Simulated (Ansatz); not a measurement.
Cd₁₀H₃₀Se₁₀. The state is a singlet with charge 0. Geometry r2SCAN-D4/def2-SVP, loosely relaxed; atoms count from 1.

Cartesian coordinates in Å:
```
Cd 2.177 0.847 -2.801
Cd 3.578 4.186 1.256
Cd -1.991 2.121 -2.230
Cd 0.666 3.729 2.531
Cd 3.432 -2.316 1.473
Cd -1.061 -1.938 -2.810
Cd 2.254 -5.184 0.491
Cd 0.088 -0.085 1.043
Cd -5.322 0.613 1.854
Cd -3.341 -1.865 2.379
Se 2.616 3.065 -1.235
Se 3.339 -1.074 -1.018
Se -0.186 0.233 -1.571
Se 2.133 1.419 1.899
Se -0.748 3.651 -0.006
Se -4.032 1.067 -0.708
Se 0.640 -2.646 1.589
Se 0.977 -3.640 -1.810
Se -2.791 -2.339 -0.435
Se -2.157 0.674 2.289
H 2.595 0.692 -4.432
H 5.241 4.111 1.429
H 3.424 6.966 -0.331
H -2.229 3.070 -3.606
H 1.962 4.860 1.692
H -0.268 3.910 3.924
H 4.391 -1.877 2.792
H 3.617 -4.069 0.535
H -1.823 -2.387 -4.245
H 4.024 -6.280 -1.995
H 1.323 -6.555 0.685
H -6.101 1.981 2.420
H -7.595 -0.874 -0.074
H -2.926 -3.085 3.467
H -5.036 -1.163 1.827
H 2.638 4.139 -2.238
H 3.721 6.460 -0.814
H 4.450 -1.731 -1.724
H 2.117 -2.390 -1.519
H 2.134 0.959 3.297
H 0.714 3.426 -0.676
H -0.765 5.077 -0.373
H -5.048 0.831 -1.745
H -7.301 -0.285 -0.450
H 0.598 -2.544 3.056
H 3.305 -6.486 -2.123
H 1.633 -4.020 -3.071
H -4.047 -2.969 -0.877
H -3.374 -0.854 -0.679
H -1.649 0.571 3.667
```

In the def2 sets Cd takes a core potential; there is no spin–orbit coupling. Single mean-field runs in def2-TZVP are fitted with def2-universal-jkfit. The geometry of the charge 0 singlet is only loosely relaxed. In the singlet geometry the species has come apart into loosely held pieces. In the singlet, H33 and H44 lie 0.76 Å apart, H23 and H37 lie 0.76 Å apart, H30 and H46 lie 0.76 Å apart (atoms count from 1), so H2 has formed as a molecule.

Estimate the Mulliken populations of the heavy atoms from the PBE0/def2-TZVP orbitals of Ansatz.


```
atom  charge (e)  d electrons
 Cd1        0.54         9.99
 Cd2        0.38         9.97
 Cd3        0.55         9.98
 Cd4        0.45         9.97
 Cd5        0.46         9.98
 Cd6        0.55         9.98
 Cd7        0.37         9.96
 Cd8        0.77        10.02
 Cd9        0.38         9.96
Cd10        0.45         9.98
Se11       -0.56            –
Se12       -0.51            –
Se13       -0.85            –
Se14       -0.58            –
Se15       -0.40            –
Se16       -0.57            –
Se17       -0.59            –
Se18       -0.46            –
Se19       -0.39            –
Se20       -0.58            –
```
Mulliken values and Mayer orders depend strongly on the basis.

And the Mayer bond orders between bonded heavy atoms (over 0.3)?

Cd1–Se11 0.37 (2.75 Å); Cd1–Se13 0.40 (2.73 Å); Cd3–Se13 0.45 (2.69 Å); Cd3–Se16 0.37 (2.76 Å); Cd4–Se14 0.37 (2.81 Å); Cd5–Se12 0.36 (2.78 Å); Cd5–Se17 0.36 (2.81 Å); Cd6–Se13 0.51 (2.65 Å); Cd8–Se13 0.50 (2.65 Å); Cd8–Se14 0.47 (2.68 Å); Cd8–Se17 0.47 (2.68 Å); Cd8–Se20 0.47 (2.68 Å); Cd10–Se20 0.38 (2.80 Å).
